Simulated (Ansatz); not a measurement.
Input file for Ansatz (a quantum-chemistry and plane-wave program): R-PBE/def2-TZVPPD on C2H7Sb (a complex), monomers drawn apart or pushed together. Elements past Kr take the def2 small-core potentials; no spin–orbit coupling. Files ending in .json are basis or fitting sets from the Basis Set Exchange.

Ansatz 0.2 input:
```yaml
crystal:
  periodic: [false, false, false]
  atoms:
    - {symbol: Sb, position_ang: [0.61259536, -0.14056545, 0.64658477]}
    - {symbol: H, position_ang: [1.19548628, 0.48732085, -0.84521564]}
    - {symbol: H, position_ang: [1.97672594, 0.46651141, 1.48444945]}
    - {symbol: H, position_ang: [-0.28028033, 1.28752843, 0.95197356]}
    - {symbol: C, position_ang: [-0.24410470, 0.54533057, 4.78537388]}
    - {symbol: C, position_ang: [-0.39762580, -0.76322474, 4.64032576]}
    - {symbol: H, position_ang: [0.72086323, 0.98461134, 5.00669390]}
    - {symbol: H, position_ang: [-1.07613312, 1.23110732, 4.68195356]}
    - {symbol: H, position_ang: [-1.36162335, -1.20299682, 4.41544992]}
    - {symbol: H, position_ang: [0.43493136, -1.44889553, 4.74148946]}
basis:
  gaussian:
    orbitals: def2-TZVPPD.json
hamiltonian:
  xc: {name: PBE}
scf: {lower_state_search: off}
```

Question: What total energy does the run end on?

Answer: -320.5192 hartree.
